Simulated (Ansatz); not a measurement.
Isolated molecules relaxed with PBE0-D4/def2-TZVP in Ansatz; ΔE leaves out vibrations. CCSD(T)/CBS adds triple-zeta CCSD(T) − MP2 to the extrapolated MP2 energy (def2 sets, frozen cores). This one scheme is used for every species. Functionals use def2-TZVPP. One conformer a species, not always the lowest.

Reaction (formal exchange of groups at a B–N bond): `CNBC=S` + CH₄ → `CBC=S` + CH₃NH₂

```tsv
level	ΔE (kcal/mol)
B2PLYP	35.2
HF/def2-QZVPP	36.6
```

Task: What does CCSD(T)/CBS give? (An estimate is asked.)

Result: The calculation gave: +35.0 kcal/mol. The listed levels differ from it by 0.2, 1.6 kcal/mol.

Largest T1 diagnostic among the species: 0.019.

From PBE to PBE0 (25 % exact exchange), in def2-TZVPP and without D4, ΔE moves by +0.8 kcal/mol. The D4 term adds +0.9 kcal/mol with B3LYP and +0.6 kcal/mol with PBE0; it sums over pairs of atoms, weighted by their polarisabilities, and B3LYP, whose exchange is more repulsive, gets the larger term. In def2-TZVPP, CCSD(T) changes the Hartree–Fock value by −1.3 kcal/mol (the triples alone add −0.3 kcal/mol) and MP2 by −1.3 kcal/mol.

B3LYP here is the variant with VWN-RPA as its local correlation; programs differ in this.
